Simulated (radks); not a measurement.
Spherical jellium clusters: N electrons in a uniform positive sphere of charge N and radius rs N^(1/3), rs = 2.39 bohr. Method: non-relativistic Kohn-Sham, PBE, spin-polarised, spherical densities; computed with a radial shooting solver with Libxc functionals. Levels are named by radial order and angular momentum (1s, 1p, 1d, 2s, ...), and open shells are averaged over m.

N = 25, configuration 1s2 1p6 1d10 2s2 1f(up 5, down 0). This is the lowest configuration that the search found. Occupied levels:

level    occupation  eigenvalue (eV)  <r> (bohr)
1s up             1          -10.159       4.236
1s down           1          -9.9795       4.026
1p up             3          -8.1966       5.135
1p down           3          -7.8104       4.974
1d up             5          -5.8352       5.803
1d down           5          -5.2968       5.703
2s up             1          -4.9865       5.037
2s down           1          -4.6203       5.108
1f up             5          -3.1860       6.460

Energy (eV): total -24.3612, kinetic 111.28, external -2832.3, Hartree 1377.2, exchange-correlation -140.67, background 1460.2.
